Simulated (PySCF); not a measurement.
Al(Cl)(H)(NHMe) (CH₅AlClN), SMILES C[NH][AlH][Cl]. The structure is a stationary point at B3LYP-D3(BJ)/def2-SVP. One conformer was computed; it need not be the lowest.

The numbers are results of B3LYP-D3(BJ)/def2-SVP (PySCF 2.14.0), not measurements.

Harmonic wavenumbers (cm⁻¹): 113, 125, 180, 271, 468, 521, 576, 673, 754, 1078, 1138, 1147, 1384, 1454, 1465, 1496, 1991, 2985, 3038, 3091, 3567. Rotational constants (GHz): 19.27, 1.764, 1.632; symmetry number 1.

Problem. Work out the zero-point energy and the ideal-gas rigid-rotor harmonic-oscillator thermochemistry at 298.15 K and 1 atm.

Solution. ZPE = ½ Σ hcν = ½ × 27518 cm⁻¹ = 164.59 kJ/mol. H − E(el) = 183.41 kJ/mol. Entropy in J/(mol K): translation 165.34, rotation 109.47, vibration 53.61, total 328.42. G − E(el) = 85.49 kJ/mol. Cp = 91.17 J/(mol K). Modes under 150 cm⁻¹ make the vibrational entropy uncertain.
